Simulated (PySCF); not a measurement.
PySCF input file for Ga(OH)2(SMe) (CH₅GaO₂S), SMILES C[S][Ga]([OH])[OH], TDDFT-PBE0/def2-SVPD. Coordinates come from a B3LYP-D3(BJ)/def2-SVP optimisation. The structure was generated by enumeration; whether it is a known compound was not checked. The values are those of a single conformer.

```python
import numpy as np
from pyscf import gto, scf, dft, tdscf

mol = gto.M(
    atom='''
    Ga   -0.00899093   -0.59835938   -0.00000000
    O     0.99351853   -2.07912939    0.00000000
    H     0.50065632   -2.90934145    0.00000000
    O    -1.80550593   -0.63607692    0.00000000
    H    -2.20867187   -1.51287691    0.00000000
    S     0.92169605    1.38124633    0.00000000
    C    -0.59866669    2.43706320   -0.00000000
    H    -1.51094914    1.82788099   -0.00000000
    H    -0.58077690    3.07140412    0.89658035
    H    -0.58077690    3.07140413   -0.89658035
    ''',
    basis='def2-SVPD',
    charge=0,
    spin=0,
    symmetry=True,
    max_memory=1600,
    verbose=4,
)
mf = dft.RKS(mol, xc='pbe0').density_fit(auxbasis='def2-universal-jkfit')
mf.grids.level = 3
mf.conv_tol = 1e-9
mf.max_cycle = 100
mf.kernel()
mf.grids = dft.Grids(mol).set(level=1).build(with_non0tab=True)  # coarser grid for the response kernel
td = tdscf.TDDFT(mf)
td.singlet = True
td.nstates = 10
td.conv_tol = 1e-4
td.positive_eig_threshold = 1e-6
td.kernel(x0=td.get_init_guess(mf, 15))
td.analyze()
tt = tdscf.TDA(mf)
tt.singlet = False
tt.nstates = 4
tt.conv_tol = 1e-4
tt.positive_eig_threshold = 1e-6
tt.kernel(x0=tt.get_init_guess(mf, 9))
tt.analyze(verbose=3)
```

Program output:

```
PySCF version 2.14.0

[INPUT] verbose = 4
[INPUT] num. atoms = 10
[INPUT] num. electrons = 74
[INPUT] charge = 0
[INPUT] spin (= nelec alpha-beta = 2S) = 0
[INPUT] symmetry True subgroup None
[INPUT] Mole.unit = angstrom
[INPUT] Symbol           X                Y                Z      unit          X                Y                Z       unit  Magmom
[INPUT]  1 Ga    -0.008990930000  -0.598359380000   0.000000000000 AA   -0.016990395305  -1.130735352265   0.000000000000 Bohr   0.0
[INPUT]  2 O      0.993518530000  -2.079129390000   0.000000000000 AA    1.877477921380  -3.928985124634   0.000000000000 Bohr   0.0
[INPUT]  3 H      0.500656320000  -2.909341450000   0.000000000000 AA    0.946103327333  -5.497858543345   0.000000000000 Bohr   0.0
[INPUT]  4 O     -1.805505930000  -0.636076920000   0.000000000000 AA   -3.411911723978  -1.202011172957   0.000000000000 Bohr   0.0
[INPUT]  5 H     -2.208671870000  -1.512876910000   0.000000000000 AA   -4.173784933331  -2.858923020078   0.000000000000 Bohr   0.0
[INPUT]  6 S      0.921696050000   1.381246330000   0.000000000000 AA    1.741753104593   2.610177274261   0.000000000000 Bohr   0.0
[INPUT]  7 C     -0.598666690000   2.437063200000   0.000000000000 AA   -1.131316084000   4.605381996256   0.000000000000 Bohr   0.0
[INPUT]  8 H     -1.510949140000   1.827880990000   0.000000000000 AA   -2.855280062747   3.454194459399   0.000000000000 Bohr   0.0
[INPUT]  9 H     -0.580776900000   3.071404120000   0.896580350000 AA   -1.097509280474   5.804112604661   1.694291310167 Bohr   0.0
[INPUT] 10 H     -0.580776900000   3.071404130000  -0.896580350000 AA   -1.097509280474   5.804112623558  -1.694291310167 Bohr   0.0

nuclear repulsion = 460.83442909186
point group symmetry = Cs
symmetry origin: [3.57515752e-09 2.55368368e-09 0.00000000e+00]
symmetry axis x: [ 1.00000000e+00 -7.93202343e-11 -1.59571242e-19]
symmetry axis y: [-7.93202343e-11 -1.00000000e+00  6.12281463e-11]
symmetry axis z: [-2.64003417e-19  6.12281463e-11  1.00000000e+00]
num. orbitals of irrep A' = 117
num. orbitals of irrep A" = 54
number of shells = 71
number of NR pGTOs = 271
number of NR cGTOs = 171
basis = def2-SVPD
ecp = {}


[settings echo left out]
init E= -2513.23443098122
HOMO (A") = -0.294784163152888  LUMO (A') = -0.101716214137561  gap/eV = 5.25365
cycle= 1 E= -2513.38792216997  delta_E= -0.153  |g|=  1.1  |ddm|= 4.09
HOMO (A") = -0.172945424534497  LUMO (A') = -0.0239424291490042  gap/eV = 4.05458
cycle= 2 E= -2512.8750574902  delta_E= 0.513  |g|= 1.96  |ddm|= 3.33
HOMO (A") = -0.249912829592069  LUMO (A') = -0.0492794097356937  gap/eV = 5.45951
cycle= 3 E= -2513.60604040331  delta_E= -0.731  |g|= 0.133  |ddm|= 2.19
HOMO (A") = -0.271916975043426  LUMO (A') = -0.0444335291597882  gap/eV = 6.19014
cycle= 4 E= -2513.60930271822  delta_E= -0.00326  |g|= 0.0706  |ddm|= 0.259
HOMO (A") = -0.265932724364152  LUMO (A') = -0.0450410513128023  gap/eV = 6.01077
cycle= 5 E= -2513.6102193467  delta_E= -0.000917  |g|= 0.0109  |ddm|= 0.0898
HOMO (A") = -0.264655708999428  LUMO (A') = -0.0444924738907773  gap/eV = 5.99095
cycle= 6 E= -2513.61024523486  delta_E= -2.59e-05  |g|= 0.00306  |ddm|= 0.0194
HOMO (A") = -0.264919580609811  LUMO (A') = -0.0446345469334868  gap/eV = 5.99426
cycle= 7 E= -2513.61024667296  delta_E= -1.44e-06  |g|= 0.00166  |ddm|= 0.00451
HOMO (A") = -0.264906346369278  LUMO (A') = -0.0446721190406763  gap/eV = 5.99288
cycle= 8 E= -2513.61024721275  delta_E= -5.4e-07  |g|= 0.000393  |ddm|= 0.00176
HOMO (A") = -0.264852400284195  LUMO (A') = -0.0446539614623558  gap/eV = 5.99190
cycle= 9 E= -2513.61024724856  delta_E= -3.58e-08  |g|= 6.62e-05  |ddm|= 0.000606
HOMO (A") = -0.264864215814868  LUMO (A') = -0.0446528705228939  gap/eV = 5.99226
cycle= 10 E= -2513.61024724978  delta_E= -1.22e-09  |g|= 2.34e-05  |ddm|= 0.000155
HOMO (A") = -0.264863296516217  LUMO (A') = -0.0446538419052391  gap/eV = 5.99220
cycle= 11 E= -2513.61024724996  delta_E= -1.75e-10  |g|= 3.83e-06  |ddm|= 4.1e-05
HOMO (A") = -0.264863648100566  LUMO (A') = -0.0446534621158361  gap/eV = 5.99222
Extra cycle  E= -2513.61024724995  delta_E= 9.55e-12  |g|= 4.5e-06  |ddm|= 1.61e-05
converged SCF energy = -2513.61024724995
tot grids = 41632
Overwritten attributes  positive_eig_threshold  of <class 'pyscf.tdscf.rks.TDDFT'>


******** <class 'pyscf.tdscf.rks.TDDFT'> for <class 'pyscf.df.df_jk.DFSymAdaptedRKS'> ********
nstates = 10 singlet
deg_eia_thresh = 1.000e-03
wfnsym = None
conv_tol = 0.0001
eigh lindep = 1e-12
eigh level_shift = 0
eigh max_cycle = 100


Excitation energies (eV)
[4.76768515 5.90634995 5.98309354 6.29897676 6.62406117 6.80379188
 6.92643866 7.01962073 7.17172715 7.29676999]

** Singlet excitation energies and oscillator strengths **
Excited State   1:   A"      4.76769 eV    260.05 nm  f=0.0103
      37 -> 38       -0.69368
      37 -> 41        0.10256
Excited State   2:   A"      5.90635 eV    209.92 nm  f=0.0010
      37 -> 40       -0.68229
      37 -> 43        0.11029
Excited State   3:   A'      5.98309 eV    207.22 nm  f=0.0104
      36 -> 38       -0.36810
      37 -> 39       -0.59200
Excited State   4:   A"      6.29898 eV    196.83 nm  f=0.0001
      35 -> 38       -0.69663
Excited State   5:   A'      6.62406 eV    187.17 nm  f=0.1937
      34 -> 38       -0.21261
      36 -> 38       -0.56556
      37 -> 39        0.33140
Excited State   6:   A"      6.80379 eV    182.23 nm  f=0.0305
      37 -> 38        0.10173
      37 -> 41        0.68951
Excited State   7:   A'      6.92644 eV    179.00 nm  f=0.1141
      34 -> 38        0.61440
      35 -> 39        0.24251
      36 -> 38       -0.18214
      37 -> 39        0.12760
Excited State   8:   A"      7.01962 eV    176.63 nm  f=0.0664
      33 -> 38       -0.67160
      36 -> 39       -0.16466
Excited State   9:   A"      7.17173 eV    172.88 nm  f=0.0046
      36 -> 39       -0.16023
      37 -> 42       -0.63094
      37 -> 43       -0.21398
Excited State  10:   A"      7.29677 eV    169.92 nm  f=0.0271
      33 -> 38       -0.14395
      36 -> 39        0.64744
      37 -> 42       -0.14385
      37 -> 43       -0.10183
      37 -> 44       -0.11406

** Transition electric dipole moments (AU) **
state          X           Y           Z        Dip. S.      Osc.
  1         0.0000     -0.0000     -0.2964      0.0879      0.0103
  2         0.0000     -0.0000      0.0851      0.0072      0.0010
  3        -0.0253      0.2654      0.0000      0.0711      0.0104
  4         0.0000      0.0000     -0.0278      0.0008      0.0001
  5        -0.6510     -0.8772     -0.0000      1.1934      0.1937
  6        -0.0000      0.0000     -0.4274      0.1827      0.0305
  7         0.2434     -0.7831     -0.0000      0.6725      0.1141
  8         0.0000      0.0000     -0.6213      0.3860      0.0664
  9        -0.0000     -0.0000     -0.1609      0.0259      0.0046
 10         0.0000      0.0000     -0.3893      0.1516      0.0271

** Transition velocity dipole moments (imaginary part, AU) **
state          X           Y           Z        Dip. S.      Osc.
  1         0.0000     -0.0000     -0.0477      0.0023      0.0087
  2        -0.0000      0.0000      0.0221      0.0005      0.0015
  3        -0.0070      0.0557     -0.0000      0.0032      0.0096
  4         0.0000     -0.0000     -0.0064      0.0000      0.0001
  5        -0.1650     -0.2173     -0.0000      0.0745      0.2039
  6         0.0000     -0.0000     -0.1103      0.0122      0.0324
  7         0.0688     -0.2068     -0.0000      0.0475      0.1245
  8         0.0000     -0.0000     -0.1577      0.0249      0.0643
  9        -0.0000     -0.0000     -0.0353      0.0012      0.0032
 10         0.0000      0.0000     -0.1072      0.0115      0.0286

** Transition magnetic dipole moments (imaginary part, AU) **
state          X           Y           Z
  1         0.1268     -0.2862     -0.0000
  2        -0.4861     -0.3975     -0.0000
  3         0.0000      0.0000      0.1035
  4        -0.1551     -0.3509     -0.0000
  5         0.0000     -0.0000      1.0540
  6         0.0040     -0.2001     -0.0000
  7         0.0000     -0.0000     -0.3698
  8        -0.6549      0.3096     -0.0000
  9        -0.1671     -0.3842     -0.0000
 10         0.2983     -0.8634     -0.0000
Overwritten attributes  positive_eig_threshold  of <class 'pyscf.tdscf.rks.TDA'>


******** <class 'pyscf.tdscf.rks.TDA'> for <class 'pyscf.df.df_jk.DFSymAdaptedRKS'> ********
nstates = 4 triplet
deg_eia_thresh = 1.000e-03
wfnsym = None
conv_tol = 0.0001
eigh lindep = 1e-12
eigh level_shift = 0
eigh max_cycle = 100


Excitation energies (eV)
[4.46562622 5.32042868 5.38129974 5.79807814]

** Triplet excitation energies and oscillator strengths **
Excited State   1:   A"      4.46563 eV    277.64 nm  f=0.0000
Excited State   2:   A'      5.32043 eV    233.03 nm  f=0.0000
Excited State   3:   A"      5.38130 eV    230.40 nm  f=0.0000
Excited State   4:   A'      5.79808 eV    213.84 nm  f=0.0000
```

Self-consistency was reached.

Cost: very roughly 9 core-minutes.
